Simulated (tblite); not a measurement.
Compound: C8H13P.
Geometry (GFN2-xTB, Å), atoms numbered from 1 in this order:
```
atom  x, y, z in Å
C1     2.826    1.493   -0.246
C2     2.877    0.191    0.025
C3     1.813   -0.516    0.653
C4     1.389   -1.678    1.114
P5     0.136   -0.376    1.403
C6    -0.957   -0.621   -0.135
C7    -1.700   -1.950   -0.024
C8    -1.937    0.543   -0.271
C9    -1.222    1.875   -0.452
H10    3.644    2.009   -0.718
H11    1.956    2.077    0.003
H12    3.753   -0.397   -0.226
H13    1.657   -2.702    1.259
H14   -0.299   -0.645   -1.013
H15   -2.331   -1.960    0.863
H16   -0.996   -2.778    0.046
H17   -2.333   -2.110   -0.896
H18   -2.565    0.586    0.623
H19   -2.592    0.361   -1.128
H20   -0.607    2.089    0.421
H21   -0.581    1.845   -1.331
H22   -1.940    2.683   -0.574
```

Computed with GFN2-xTB (tblite): harmonic, unscaled wavenumbers at the GFN2-xTB geometry, gas phase. Against measured fundamentals such values can be off by several per cent, at times by over 20. One conformer, not necessarily the lowest.

Harmonic wavenumbers (cm⁻¹): 32.0, 70.2, 96.6, 110.0, 148.2, 181.9, 204.4, 219.8, 237.2, 300.2, 336.6, 366.6, 448.5, 489.8, 578.7, 622.3, 656.6, 665.7, 736.8, 830.8, 883.3, 890.7, 900.2, 941.9, 975.5, 991.6, 1019.8, 1058.4, 1070.0, 1116.1, 1120.0, 1164.7, 1222.0, 1266.0, 1266.5, 1283.4, 1347.3, 1387.5, 1407.5, 1410.8, 1488.6, 1497.1, 1497.3, 1498.9, 1500.4, 1643.1, 1731.1, 2885.7, 2944.3, 2965.4, 3004.1, 3005.7, 3014.1, 3018.3, 3021.4, 3021.8, 3030.8, 3103.4, 3135.7, 3146.9.

A = 1809, B = 1057, C = 767.6 MHz; mass 140.075 u (most abundant isotopes); point group C1, symmetry number 1.

**Question.** Zero-point energy?

**Answer.** ½Σν̃ = 40105 cm⁻¹ = 479.76 kJ/mol.

**Question.** Give the ideal-gas entropy at 400 K and 1 bar in the rigid-rotor, harmonic-oscillator model (classical rotation).

**Answer.** Translation 176.60, rotation 128.23, vibration 202.24: S = 507.1 J/(mol K).

**Question.** And Cp and H(400 K) − H(0)?

**Answer.** Cp = 229.83 J/(mol K), of which vibrations give 196.57 (their classical limit is 60 R = 498.9); H(400 K) − H(0) = 54.34 kJ/mol without the zero-point energy, 41.03 from vibrations.

**Question.** What must be added to the electronic energy to get the Gibbs energy at 400 K and 1 bar?

**Answer.** ZPE + [H(400 K) − H(0)] − T·S = 479.76 + 54.34 − 202.83 = 331.27 kJ/mol.

**Question.** Blend soft modes into free rotors: weight 1/[1 + (100 cm⁻¹/ν̃)⁴] for the oscillator and the rest for a rotor with moment μB/(μ + B), μ = h/(8π²ν), B = 10⁻⁴⁴ kg m². What vibrational entropy results?

**Answer.** 185.89 J/(mol K) in place of 202.24, which changes −T·S at 400 K by +6.54 kJ/mol.

**Question.** Which modes carry the vibrational entropy at 400 K?

**Answer.** 32.0 cm⁻¹: 26.29; 70.2 cm⁻¹: 19.78; 96.6 cm⁻¹: 17.15; 110.0 cm⁻¹: 16.08; 148.2 cm⁻¹: 13.64; 181.9 cm⁻¹: 11.99 J/(mol K); the other 54 give 97.32 together.

**Question.** How do the functions run with temperature in this model?

**Answer.** 
```tsv
T (K)	S (J/(mol K))	Cp (J/(mol K))	H − H(0) (kJ/mol)	G − H(0) (kJ/mol)	ln q(vib)
150	347.1	115.2	11.24	-40.83	4.00
250	416.4	160.4	25.00	-79.11	7.28
298.15	446.6	183.1	33.27	-99.89	8.81
600	615.1	303.6	108.11	-260.94	18.02
900	753.1	376.2	210.95	-466.83	26.48
```

q(vib) and H(0) count from the zero-point level.

Hindered rotation and anharmonicity are outside this model. Other conformers, if any are populated, would add a mixing term that is left out. The structure is chiral; the term R ln 2 for an equal mix with its mirror image is left out.
